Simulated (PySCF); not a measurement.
# Mayer bond orders and bond lengths

Si(OEt)H3, C2H8OSi.
Geometry (PBE0-D3(BJ)/def2-SVP, Å), atoms numbered from 1 in this order:
```
atom  x, y, z in Å
Si1    0.843   -0.098   -1.900
O2     0.675   -0.022   -0.247
C3    -0.568    0.050    0.408
C4    -0.351    0.047    1.903
H5    -1.109    0.969    0.106
H6    -1.209   -0.806    0.117
H7    -1.312    0.100    2.437
H8     0.172   -0.870    2.212
H9     0.264    0.908    2.203
H10    2.302   -0.180   -2.177
H11    0.263    1.119   -2.555
H12    0.146   -1.302   -2.454
```

Bond orders from the PBE0/pcSseg-1 density (PySCF). Geometry: PBE0-D3(BJ)/def2-SVP, one conformer, isolated molecule.

Task: Give the Mayer order of every bond between heavy atoms, beside its length.

Result: 
```csv
bond,length (Å),Mayer order
Si1–O2,1.663,0.956
O2–C3,1.408,0.887
C3–C4,1.510,1.065
```

Task: And the bonds to hydrogen?

Result: H–Si: 0.91 to 0.94 (3 bonds); C–H: 0.94 to 0.96 (5 bonds).

Task: Sum the orders of all bonds at each heavy atom with more than one neighbour.

Result: Si1 3.718, O2 1.843, C3 3.841, C4 3.952. Orders between atoms that aren't bonded are not in these sums.

Mayer orders depend on the basis set.
